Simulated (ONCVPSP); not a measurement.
antimony, ONCV: configuration errors across variants

antimony (Sb), optimised norm-conserving Vanderbilt (ONCV), made with ONCVPSP 4.0.1 (BLYP, scalar-relativistic). Core [Ar] 3d10, reference 4s2 4p6 4d10 5s2 5p3. Waves: 4s+5s: rc 1.55 bohr, ncon 3, nbas 7, qcut 7.1 1/bohr, 2 projectors; 4p+5p: rc 1.40 bohr, ncon 3, nbas 7, qcut 11.7 1/bohr, 2 projectors; 4d: rc 1.20 bohr, ncon 4, nbas 9, qcut 10.3 1/bohr, 2 projectors, debl 2.4 Ha. Local part: polynomial inside 1.00 bohr (lpopt 3, dvloc0 -1 Ha). Core correction: Teter function, fcfact 5, rcfact 1.45.

All-electron excitation energies from the reference (eV): (1) 4s2 4p6 4d10 5s2 5p2 8.197; (2) 4s2 4p6 4d10 5s2 5p1 24.109; (3) 4s2 4p6 4d10 5s2 5p0 48.579; (4) 4s2 4p6 4d10 5s0 5p5 16.552.

2 further variants failed, have other tests or another functional or relativity, and are left out.

Errors AE − PS in meV (a dash: test not solved or not reliable):

| change | (1) | (2) | (3) | (4) | bound ghosts | GHOST(+) flags above zero |
| --- | --- | --- | --- | --- | --- | --- |
| base | -1.7 | -5.1 | -10 | -13 | none | none |
| all radii but the core radius scaled by about 0.95 (s 1.48, p 1.34, d 1.14 bohr); local potential polynomial inside 0.96 bohr (lpopt 3, dvloc0 -1 Ha) | -1.6 | -4.9 | -10 | -12 | none | none |
| d: nproj 0; local potential the d channel | -1.7 | -5.1 | -10 | -13 | none | none |

(1) Give the same row for: d: qcut 7.4.

Results:

(1) -1.7, -5.1, -11, -13; bound ghosts: none; GHOST(+) flags above zero: d.
